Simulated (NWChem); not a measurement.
GeH2BrF; SMILES [F][GeH2][Br]

```xyz
5

Ge    -0.3669     0.9129     0.0000
F      1.1504     1.7686     0.0000
Br     0.1022    -1.3616     0.0000
H     -1.0956     1.2624     1.3129
H     -1.0956     1.2624    -1.3129
```
Atoms are numbered in this order, from 1.

Structure relaxed at the B3LYP/6-31G* (spherical d) level.

Symmetry labels are those of Cs in the frame above (b1 and b2, or b-type labels, depend on it).

**Question.** List the 4 lowest vertical singlet excitations from PBE/aug-cc-pVDZ, TDA (NWChem).

**Answer.** 
| state | energy (eV) | oscillator strength | symmetry | leading excitation (squared amplitude) |
|---|---|---|---|---|
| S1 | 5.56 | 0.017 | a" | HOMO → LUMO (0.97) |
| S2 | 5.75 | 0.008 | a' | HOMO−1 → LUMO (0.99) |
| S3 | 6.02 | 0.003 | a" | HOMO → LUMO+1 (0.98) |
| S4 | 6.35 | 0.010 | a' | HOMO−1 → LUMO+1 (0.90) |
